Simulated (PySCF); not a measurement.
Job file and geometry (Å, from GFN2-xTB) of an NMR shielding run on `InChI=1S/C4H11BN2/c1-5(6)7-4-2-3-4/h4,7H,2-3,6H2,1H3`, PySCF, GIAO PBE0/pcSseg-1 NMR shielding, non-relativistic, gas phase; density fitting, a coarse starting grid and PySCF grid level 2 are the driver's defaults:

```
{"job": {"kind": "nmr", "xc": "PBE0", "basis": "pcSseg-1"}, "charge": 0, "multiplicity": 1}
C     -1.794764    -1.004786    -1.280898
B     -1.422291     0.152722    -0.251623
N     -2.440414     0.916440     0.345891
N     -0.085203     0.440164     0.085257
C      1.093959    -0.200277    -0.379760
C      2.280337    -0.365056     0.527075
C      2.345962     0.591992    -0.632852
H     -1.459670    -1.977385    -0.926130
H     -1.328543    -0.841153    -2.250110
H     -2.866818    -1.074162    -1.446044
H     -3.414572     0.774845     0.154026
H     -2.272522     1.659675     1.000799
H      0.112207     1.185928     0.736420
H      0.871997    -1.009960    -1.060882
H      2.222174     0.053024     1.521160
H      2.854027    -1.277253     0.473763
H      2.964111     0.332212    -1.478226
H      2.331265     1.649346    -0.414281
```

Question: Write the output of this run.

Answer: 
```
coarse grid: 14376 points
cycle   1  E = -292.9510283638  dE =  9.110e-01  |g| = 5.804e-01  |ddm| = 3.596e+00
cycle   2  E = -292.9364078681  dE =  1.462e-02  |g| = 6.515e-01  |ddm| = 9.900e-01
cycle   3  E = -293.0353843381  dE = -9.898e-02  |g| = 4.323e-02  |ddm| = 5.329e-01
cycle   4  E = -293.0356421916  dE = -2.579e-04  |g| = 2.593e-02  |ddm| = 4.696e-02
cycle   5  E = -293.0357891535  dE = -1.470e-04  |g| = 3.933e-03  |ddm| = 1.896e-02
cycle   6  E = -293.0357922671  dE = -3.114e-06  |g| = 1.060e-03  |ddm| = 3.798e-03
final grid: 137120 points
cycle   7  E = -293.0706630273  dE = -5.270e-05  |g| = 1.071e-02  |ddm| = 3.641e-02
cycle   8  E = -293.0706539135  dE =  9.114e-06  |g| = 1.260e-02  |ddm| = 1.813e-02
cycle   9  E = -293.0706903515  dE = -3.644e-05  |g| = 7.379e-04  |ddm| = 9.721e-03
cycle  10  E = -293.0706904615  dE = -1.100e-07  |g| = 2.875e-04  |ddm| = 7.946e-04
cycle  11  E = -293.0706904788  dE = -1.728e-08  |g| = 6.945e-05  |ddm| = 2.315e-04
cycle  12  E = -293.0706904797  dE = -8.934e-10  |g| = 2.302e-05  |ddm| = 5.814e-05
converged SCF energy = -293.0706904797

GIAO shielding tensors (ppm)
atom      isotropic    diamagn.    paramagn.     s11        s22        s33       span
  0 C      188.195     252.308     -64.114    185.322    185.528    193.733      8.411
  1 B       73.683     194.095    -120.411     53.201     57.694    110.154     56.953
  2 N      200.360     316.957    -116.597    155.574    194.417    251.090     95.516
  3 N      170.875     322.003    -151.128    136.349    161.804    214.472     78.123
  4 C      156.886     239.456     -82.569    118.981    143.047    208.631     89.649
  5 C      178.044     253.968     -75.924    145.562    174.259    214.312     68.751
  6 C      178.035     255.709     -77.674    145.489    174.227    214.388     68.898
  7 H       31.373      31.923      -0.550     26.794     30.046     37.278     10.484
  8 H       31.377      31.444      -0.066     26.726     30.209     37.196     10.470
  9 H       31.868      30.217       1.651     27.418     29.883     38.303     10.886
 10 H       29.564      30.805      -1.241     23.206     27.024     38.464     15.258
 11 H       29.909      32.359      -2.450     23.586     27.603     38.537     14.952
 12 H       30.514      36.077      -5.563     22.631     33.159     35.750     13.119
 13 H       29.308      32.035      -2.727     21.862     30.480     35.582     13.720
 14 H       31.674      31.970      -0.296     26.482     29.278     39.261     12.778
 15 H       31.159      30.854       0.305     25.379     27.045     41.053     15.673
 16 H       31.172      30.910       0.262     25.411     27.043     41.061     15.650
 17 H       31.675      32.001      -0.326     26.495     29.272     39.258     12.763
```

Size and cost of the density-fitted run: 174 basis functions, 22 s wall time on 1 thread of an x86-64 server CPU, shared host.
